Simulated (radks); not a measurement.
Problem. Radial electron density D(r) = 4 pi r^2 rho(r) of an atom or ion with 1 electrons. All-electron calculation, scalar-relativistic Kohn-Sham, SOGGA, spin-polarised, spherical densities, point nucleus. Program: a radial shooting solver on a logarithmic mesh with Libxc functionals.

```
   r/bohr * D(r) (the largest magnitude, 1.06, reaches the edge; | marks zero)
  0.03951 | *
   0.0428 |  *
    0.046 |  *
  0.04983 |  *
  0.05355 |   *
  0.05801 |   *
  0.06234 |    *
  0.06753 |     *
  0.07258 |     *
  0.07862 |      *
  0.08449 |       *
  0.09153 |         *
  0.09836 |          *
   0.1066 |           *
   0.1145 |             *
    0.124 |              *
   0.1333 |                *
   0.1444 |                  *
   0.1552 |                    *
   0.1681 |                       *
   0.1807 |                         *
   0.1957 |                            *
   0.2103 |                              *
   0.2278 |                                 *
   0.2448 |                                    *
   0.2652 |                                       *
    0.285 |                                         *
   0.3088 |                                            *
   0.3318 |                                               *
   0.3595 |                                                 *
   0.3863 |                                                   *
   0.4185 |                                                    *
   0.4497 |                                                     *
   0.4872 |                                                      *
   0.5236 |                                                      *
   0.5672 |                                                     *
   0.6095 |                                                    *
   0.6603 |                                                  *
   0.7096 |                                               *
   0.7686 |                                            *
    0.826 |                                        *
   0.8948 |                                    *
   0.9616 |                                *
    1.042 |                           *
    1.119 |                       *
    1.213 |                  *
    1.303 |               *
    1.412 |           *
    1.517 |        *
    1.644 |      *
    1.766 |    *
    1.913 |  *
    2.056 | *
    2.228 |*
    2.394 |*
    2.593 *
    2.787 *
    3.019 *
```

What is the nuclear charge?

Solution. Z = 2. The innermost maximum, from 1s, lies near gamma/Z bohr with gamma = sqrt(1 - (Z/c)^2) = 1.000, here 0.5 bohr (found: 0.499), and its height grows with Z. The density is that of the helium ion He+ in 1s1; the configuration itself is not fixed sharply by these data. D(r) has 1 maximum, at r = 0.499 bohr.
